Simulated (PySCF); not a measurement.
A calculated (UHF, PySCF 2.14, 6-31G*, the non-relativistic Hamiltonian (point nucleus)) atom or ion has these occupied shells.

```
shell  electrons  orbital energy (eV)  rms radius, mean of both spins (bohr)
 1s α          1              -3241.6                                 0.0998
 1s β          1              -3241.2                                 0.0998
 2s α          1              -349.40                                  0.448
 2s β          1              -349.01                                  0.448
 2p α          3              -274.69                                  0.417
 2p β          3              -274.00                                  0.417
 3s α          1              -48.554                                   1.49
 3s β          1              -44.717                                   1.49
 3p α          3              -29.150                                   1.70
 3p β          2              -27.564                                   1.70
```

Task: Name the element and its charge.

Result: Ar⁺ (argon, charge +1), in [Ne] 3s2 3p5, 2P determinant.
